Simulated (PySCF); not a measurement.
# Os (osmium, neutral) across methods

[Xe] 4f14 5d8, high-spin 3F determinant (an excited configuration). Computed with PySCF 2.14 in x2c-TZVPPall (11s7p7d3f1g, 97 functions), with the spin-free X2C one-electron Hamiltonian (Gaussian nucleus).

| method | E (hartree) | mean ε 5p β (eV) | mean ε 5d α (eV) | mean ε 5d β (eV) | Σ⟨r²⟩ (bohr²) | ⟨S²⟩ |
| --- | --- | --- | --- | --- | --- | --- |
| PBE0 | -17255.11 | -49.049 | -5.017 | -4.006 | 61.20 | 2.004 |
| r2SCAN | -17255.40 | -47.177 | -3.879 | -3.008 | 61.24 | 2.003 |
| LC-wPBE | -17255.06 | -51.123 | -7.453 | -6.455 | 60.66 | 2.003 |
| r2SCAN0 | -17255.18 | -49.703 | -5.065 | -4.070 | 60.65 | 2.004 |
| PBE | -17255.34 | -46.329 | -3.892 | -3.000 | 62.18 | 2.003 |
| UHF | -17249.86918 | -56.354 | -7.904 | -6.342 | 60.05 | 2.009 |
| revPBE | -17255.80 | -46.242 | -3.833 | -2.939 | 62.14 | 2.003 |

**Question.** Estimate the same row for LDA.

**Answer.** E (hartree) = -17244.49; mean ε 5p β (eV) = -46.692; mean ε 5d α (eV) = -4.077; mean ε 5d β (eV) = -3.183; Σ⟨r²⟩ (bohr²) = 62.02; ⟨S²⟩ = 2.002.

Spin-orbit coupling, absent here, splits the open shell strongly.
